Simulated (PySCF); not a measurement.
**Electron correlation in B⁺ (boron, charge +1)**

[He] 2s1 3d1, high-spin 3D determinant (an excited configuration). Calculation: PySCF 2.14, in dyall-av3z; no relativity, point nucleus. Frozen: 1s2; 2 electrons correlated; the 13 highest virtual orbitals of each spin left out.

With two correlated electrons CCSD is exact within the correlated space (frozen core and kept virtual orbitals).

```json
{"level": "CCSD", "correlation energy (mhartree)": "-7.74"}
```

Diagnostics: T1 = 0.0091, D1 = 0.0180, largest double amplitude 0.079.

The outer electron is Rydberg-like, and this basis confines it to a smaller radius and binds it less than a complete one would.

Cost of the coupled-cluster step: about 4 core-seconds, for 2 correlated electrons.

Iterations:

```
CC2 = 0
CCSD nocc = (np.int64(2), np.int64(0)), nmo = (57, 57)
frozen orbitals [[0, 58, 59, 60, 61, 62, 63, 64, 65, 66, 67, 68, 69, 70], [0, 58, 59, 60, 61, 62, 63, 64, 65, 66, 67, 68, 69, 70]]
max_cycle = 100
direct = 0
conv_tol = 1e-08
conv_tol_normt = 1e-06
diis_space = 8
diis_start_cycle = 0
Init t2, MP2 energy = -0.00353292290232908
Init E_corr(UCCSD) = -0.0035329229024191
cycle = 1  E_corr(UCCSD) = -0.00513884695868893  dE = -0.00160592406  norm(t1,t2) = 0.0306838
cycle = 2  E_corr(UCCSD) = -0.00601598193342564  dE = -0.000877134975  norm(t1,t2) = 0.0200772
cycle = 3  E_corr(UCCSD) = -0.00754499647538738  dE = -0.00152901454  norm(t1,t2) = 0.0140746
cycle = 4  E_corr(UCCSD) = -0.00768090512098775  dE = -0.000135908646  norm(t1,t2) = 0.00461228
cycle = 5  E_corr(UCCSD) = -0.00774636081807829  dE = -6.54556971e-05  norm(t1,t2) = 0.00100747
cycle = 6  E_corr(UCCSD) = -0.00773025808971352  dE = 1.61027284e-05  norm(t1,t2) = 0.000154003
cycle = 7  E_corr(UCCSD) = -0.0077386250806843  dE = -8.36699097e-06  norm(t1,t2) = 6.81027e-05
cycle = 8  E_corr(UCCSD) = -0.00773566609832227  dE = 2.95898236e-06  norm(t1,t2) = 2.22315e-05
cycle = 9  E_corr(UCCSD) = -0.00773625104367933  dE = -5.84945357e-07  norm(t1,t2) = 4.97207e-06
cycle = 10  E_corr(UCCSD) = -0.00773619769574015  dE = 5.33479392e-08  norm(t1,t2) = 6.48465e-07
cycle = 11  E_corr(UCCSD) = -0.00773621395360359  dE = -1.62578634e-08  norm(t1,t2) = 1.63612e-07
cycle = 12  E_corr(UCCSD) = -0.00773621425712912  dE = -3.03525531e-10  norm(t1,t2) = 2.03204e-08
UCCSD converged
E(UCCSD) = -23.61150204987128  E_corr = -0.007736214257129117
```
